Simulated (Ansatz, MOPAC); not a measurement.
Species: InCl₂ (charge +1, singlet). SMILES of the parent species: [Cl][In][Cl]

Atoms: In1, Cl2, Cl3. Bonds: In1-Cl2, In1-Cl3.

Bond lengths (Å) and angles (degrees) optimised at PM6 with MOPAC; PM7 with MOPAC; HF/STO-3G with Ansatz (a quantum-chemistry and plane-wave program); HF/6-31G* with LANL2DZ past Ar with Ansatz; PBE/6-31G* with LANL2DZ past Ar with Ansatz; B3LYP/6-31G* with LANL2DZ past Ar with Ansatz, each started from the B3LYP-D3(BJ)/def2-TZVP structure (Ansatz) of the last column. A row stands for all coordinates that are equal there. 6-31G* holds six Cartesian d functions. No wavenumbers were computed at HF/STO-3G, PBE/6-31G* with LANL2DZ past Ar, so these may be saddle points.

| coordinate | PM6 | PM7 | HF/STO-3G | HF/6-31G* with LANL2DZ past Ar | PBE/6-31G* with LANL2DZ past Ar | B3LYP/6-31G* with LANL2DZ past Ar | B3LYP-D3(BJ)/def2-TZVP |
|---|---|---|---|---|---|---|---|
| In1-Cl2 | 2.298 | 2.307 | 2.203 | 2.190 | 2.217 | 2.205 | 2.224 |
| Cl2-In1-Cl3 | 180.0 | 180.0 | 180.0 | 180.0 | 180.0 | 180.0 | 180.0 |

Mean signed difference of all 2 bond lengths from B3LYP-D3(BJ)/def2-TZVP: PM6 0.074 Å, PM7 0.083 Å, HF/STO-3G -0.022 Å, HF/6-31G* with LANL2DZ past Ar -0.035 Å, PBE/6-31G* with LANL2DZ past Ar -0.008 Å, B3LYP/6-31G* with LANL2DZ past Ar -0.019 Å.
